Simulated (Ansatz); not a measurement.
Isomers of C₂H₆ClFSn, relaxed with PBE0-D4/def2-TZVP in Ansatz; electronic energies, one conformer each and not always the lowest. Functionals use def2-TZVPP; CBS adds triple-zeta CCSD(T) − MP2 to the MP2 limit of def2-TZVPP and def2-QZVPP.

Elements past krypton have def2 core potentials. Outer-core shells of Sn are correlated without core-valence functions. Spin–orbit coupling is left out.

(1) Order them by energy at frozen-core CCSD(T)/CBS, lowest first. (Best estimate.)
A. `[CH3][SnH]([F])[CH2]Cl`
B. `[CH3][Sn]([CH3])([F])[Cl]`
C. `C[CH2][SnH]([F])[Cl]`
D. `C[C](F)(Cl)[SnH3]`

(2) How do HF/CBS(def2), PBE0-D4, B3LYP-D4, B2PLYP place them (kcal/mol, against `[CH3][Sn]([CH3])([F])[Cl]`)? (Best estimate.)

Results:

(1) B (0.0 kcal/mol), C (12.8 kcal/mol), A (45.0 kcal/mol), D (87.4 kcal/mol).

(2) Computed: 
```
                  isomer  HF/CBS(def2)  PBE0-D4  B3LYP-D4  B2PLYP
     `C[C](F)(Cl)[SnH3]`          89.2     81.7      83.3    85.7
  `C[CH2][SnH]([F])[Cl]`          11.2     11.3      11.6    12.4
`[CH3][SnH]([F])[CH2]Cl`          47.0     44.1      44.4    44.9
```

B3LYP here is the variant with VWN-RPA as its local correlation; programs differ in this.
